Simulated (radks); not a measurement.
Task: These are the eigenvalues of the occupied orbitals of an atom or ion with whole-number occupations (Ry). All-electron calculation, Dirac Kohn-Sham, BLYP, spin-unpolarised, spherical densities, finite nucleus; Fermi nuclear charge, rms radius of each element as measured or else 0.836 A^(1/3) + 0.57 fm. Program: a radial shooting solver on a logarithmic mesh with Libxc functionals.

orbital  eigenvalue
1s1/2     -6052.320
2s1/2     -1172.166
2p1/2     -1129.644
2p3/2     -994.6971
3s1/2     -371.0604
3p1/2     -352.1960
3p3/2     -321.7610
3d3/2     -290.7839
3d5/2     -284.2118
4s1/2     -164.2445
4p1/2     -156.0585
4p3/2     -146.6927
4d3/2     -133.5526

Which element is it, and in what charge state? The configuration may be excited. Open shells, if any, fill j = l - 1/2 first.

Result: Z = 79, gold, charge +39: Au39+ in [Kr] 4d4. The list shows which subshells hold electrons but not how many an open one holds; the 1s level, -3026.2 hartree, gives Z - s = 77.8 by -(Z - s)^2/2, which with screening and relativity narrows Z to a few neighbours, and the depths of the outer levels then fix element, charge and occupations together.
